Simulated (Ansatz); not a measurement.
A run for Ansatz (a first-principles code): R-PBE0/def2-TZVPP on SiH4 (SMILES [SiH4]).

Ansatz 0.2 input:
```yaml
crystal:
  periodic: [false, false, false]
  atoms:
    - {symbol: Si, position_ang: [0.00000000, -0.00000000, -0.00000000]}
    - {symbol: H, position_ang: [0.85467615, 0.85467615, 0.85467615]}
    - {symbol: H, position_ang: [-0.85467615, -0.85467615, 0.85467615]}
    - {symbol: H, position_ang: [-0.85467615, 0.85467615, -0.85467615]}
    - {symbol: H, position_ang: [0.85467615, -0.85467615, -0.85467615]}
basis:
  gaussian:
    orbitals: def2-TZVPP
hamiltonian:
  xc: {name: PBE0}
scf: {lower_state_search: off}
```

Program output:

```
WARN ansatz: RAYON_NUM_THREADS=4 ignored (pool sized by the plan → 4); use --threads N
Functional definition: PBE0
these checks for a lower state are left out or cut short: stability, starts, cluster_reference, orbital_swaps, neighbouring_geometries, increment
integrals: 0.02 GiB planned
527 factors; their error is unknown
mean field: 0.24 GiB planned
mean field evaluation 1: about -7938.8094 eV, gradient 8.9e0 eV
mean field evaluation 2: about -7939.0375 eV, gradient 4.0e0 eV
mean field evaluation 4: about -7939.0849 eV, gradient 8.4e-2 eV
mean field evaluation 8: about -7939.1013 eV, gradient 3.8e-5 eV
mean field -7939.10126885 eV, -291.7565903140 hartree, gradient 3.6e-6 eV, S^2 0.000000; 0 other end points of the search recorded, 0 dependent functions left out
reference -7939.10129473 eV, -291.7565912653 hartree; 9, 9 occupied and 89, 89 virtual orbitals, 527 factors
Total energy: -7939.10129473 eV, -291.7565912653 hartree
Checks for a lower state left out: stability, starts, cluster_reference, orbital_swaps, neighbouring_geometries, increment
```

The run converged.

Cost: around 0.5 core-seconds (rough).
